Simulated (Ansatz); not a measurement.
System: dimethoxy(methyl)borane, C3H9BO2 (charge 0, singlet). SMILES: B(OC)(OC)C
Coordinates optimised at B3LYP-D3(BJ)/def2-TZVP (Ansatz, a quantum-chemistry and plane-wave program):
```xyz
15

B     -0.0105    -0.0186    -0.0022
C      0.3088     1.5174     0.1851
O     -1.2676    -0.5473    -0.0467
C     -2.4441     0.2312     0.0714
O      0.9749    -0.9555    -0.1368
C      2.3499    -0.6213    -0.1187
H      0.8951     1.8960    -0.6577
H     -0.5748     2.1472     0.2795
H      0.9251     1.6785     1.0748
H     -3.2933    -0.4471     0.0010
H     -2.4892     0.7489     1.0332
H     -2.5198     0.9703    -0.7305
H      2.9146    -1.5440    -0.2443
H      2.6090     0.0614    -0.9328
H      2.6395    -0.1598     0.8294
```
Charge 0, spin multiplicity 1.

Computed values are from Ansatz. Cores are frozen in the correlated levels unless marked. UHF or UKS for open shells. No spin-orbit coupling. Non-relativistic. CBS(X,Y): correlation extrapolated as X^-3; Hartree-Fock from the larger set. The bracket is a focal-point correction in the basis named.

The atomisation energy De comes out as 1452.0 kcal/mol at RI-MP2/CBS(cc-pVTZ,cc-pVQZ)+[CCSD(T)-MP2]/cc-pVTZ and the total energy is -294.8004 Eh at RI-MP2/CBS(cc-pVTZ,cc-pVQZ)+[CCSD(T)-MP2]/cc-pVTZ. The dipole moment is 2.00 D at CCSD(T)/aug-cc-pVDZ. The T1 diagnostic comes out as 0.012 at CCSD/cc-pVTZ.
